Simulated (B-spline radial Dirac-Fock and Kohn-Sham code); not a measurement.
## Photoionisation of iron ions at Ag Lα (2984.4 eV)

Calculated with a B-spline atomic structure program, using the independent-particle Dirac-Slater model, thresholds from Dirac-Fock. Cross sections in kb; a dash marks an empty subshell or a threshold above the photon energy.

```
  ion  configuration  total    2s  3p1/2  3p3/2   3d3/2     4s
   Fe   [Ar] 3d6 4s2  52.60  16.9   1.17   2.22  0.0667  0.180
 Fe²⁺       [Ar] 3d6  52.47  16.9   1.17   2.22  0.0686      –
 Fe³⁺       [Ar] 3d5  52.63  16.9   1.20   2.29  0.0659      –
 Fe⁴⁺       [Ar] 3d4  52.79  16.9   1.24   2.37  0.0565      –
 Fe⁵⁺       [Ar] 3d3  53.06  16.9   1.31   2.49  0.0475      –
 Fe⁷⁺       [Ar] 3d1  53.61  17.0   1.43   2.74  0.0201      –
 Fe⁸⁺   [Ne] 3s2 3p6  53.95  17.0   1.51   2.88       –      –
Fe¹³⁺   [Ne] 3s2 3p1  52.18  17.3  0.318  0.610       –      –
```
